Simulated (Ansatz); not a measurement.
Cartesian coordinates in Å:
```
B 1.1351 0.3834 -0.0443
C -0.2447 0.8627 0.0481
B -0.1143 -0.8037 -0.0211
N -1.0479 -0.0550 0.8080
H 1.1522 -0.7036 0.6606
H 2.1188 0.6322 -0.6500
H -0.7239 1.5479 -0.6445
H -0.2517 -1.7703 -0.6941
H -2.0236 -0.0937 0.5375
```

The species carries charge 0 and has multiplicity 1. The bonds changed during the relaxation, so this is another structure than the one it started from.

(1) List the ωB97M-V/def2-TZVPP orbital energies in eV (Ansatz). (An estimate is asked.)

Results:

(1) Ansatz gave: Occupied: -394.86, -282.64, -188.77, -187.41, -29.06, -21.87, -18.83, -16.77, -15.24, -13.60, -12.98, -12.77, -12.00, -8.73. Lowest empty: 1.38, 2.15, 2.34, 2.92, 3.04, 3.61, 3.89, 4.50.
